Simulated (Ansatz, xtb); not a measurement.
# Ranking isomers of C5H3NOSe

6 gas-phase structures of C5H3NOSe, from a drawn sample of its isomers (lower ones may exist). Each was relaxed with GFN2-xTB:

A. `N#Cc1c[se]cc1O`, a singlet
B. `N#Cc1cc[se]c1O`, a singlet
C. `N#Cc1c[se]c(O)c1`, a singlet
D. `N#Cc1ccc(O)[se]1`, a singlet
E. `N#Cc1cc(O)c[se]1`, a singlet
F. `N#Cc1[se]ccc1O`, a singlet

**Question.** Make a reasoned guess at their ranking by r2SCAN-D4/def2-SVP single-point energy.

**Answer.** Calculated order at r2SCAN-D4/def2-SVP: F (0.0), B (0.4), E (1.7), A (1.8), D (2.1), C (4.7) kcal/mol. Less than 1 kcal/mol parts F and B; E and A; A and D, so the order within those pairs means little.

Energies above the lowest of each column, in kcal/mol; the last columns are at PBE0-D3(BJ)/def2-SVP geometries:

| structure | GFN2-xTB | HF/STO-3G | r2SCAN-D4/def2-SVP | PBE0-D3(BJ)/def2-SVP | CCSD(T)/def2-SVP + ΔMP2/def2-TZVPP |
| --- | --- | --- | --- | --- | --- |
| F | 0.8 | 2.7 | 0.0 | 0.3 | 0.2 |
| B | 0.0 | 0.0 | 0.4 | 0.0 | 0.0 |
| E | 0.8 | 5.2 | 1.7 | 2.0 | 1.1 |
| A | 1.2 | 3.7 | 1.8 | 1.6 | 0.7 |
| D | 1.6 | 4.2 | 2.1 | 2.8 | 2.8 |
| C | 2.7 | 5.1 | 4.7 | 4.8 | 3.5 |

CCSD(T)/def2-SVP + ΔMP2/def2-TZVPP has A and B and F within 1 kcal/mol of each other at the bottom, and every level picks one of them. CCSD(T)/def2-SVP + ΔMP2/def2-TZVPP orders those it was run on as B (0.0), F (0.2), A (0.7), E (1.1), D (2.8), C (3.5) kcal/mol. Less than 1 kcal/mol parts B and F; F and A; A and E; D and C, so the order within those pairs means little. Flexible structures stand in one conformer each, not always the lowest. ΔMP2 is the change of the MP2 energy from the smaller to the larger basis.

Over these structures GFN2-xTB departs from r2SCAN-D4/def2-SVP by 0.6 kcal/mol on average once a common shift is removed. A GFN2-xTB relaxation took about 0.28 s and the r2SCAN-D4/def2-SVP energy about 6.2 s on a shared host (Ansatz 0.2.0, xtb 6.7.1).
